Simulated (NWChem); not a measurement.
MoH$_{2}$S$_{2}$O$_{2}$; SMILES [Mo](=[O])([OH])(=[S])[SH]

Program: NWChem. No frequency run checked for a minimum. def2 effective core potentials on Mo; no spin-orbit coupling. Each level has its own optimisation. Brackets give each atom's bonded neighbours. One conformer.

| level | r Mo–O [Mo(OOSS)–O(Mo)] (Å) | r Mo–S [Mo(OOSS)–S(Mo)] (Å) | r Mo–O [Mo(OOSS)–O(HMo)] (Å) | r Mo–S [Mo(OOSS)–S(HMo)] (Å) | dipole (D) |
|---|---|---|---|---|---|
| Hartree-Fock/STO-3G (all-electron, non-relativistic) | 1.607 | 2.024 | 1.813 | 2.279 | 2.53 |
| Hartree-Fock/3-21G (all-electron, non-relativistic) | 1.665 | 2.154 | 1.825 | 2.430 | 3.87 |
| PBE-D3(BJ)/def2-SVP (core potentials) | 1.692 | 2.136 | 1.883 | 2.339 | 3.11 |
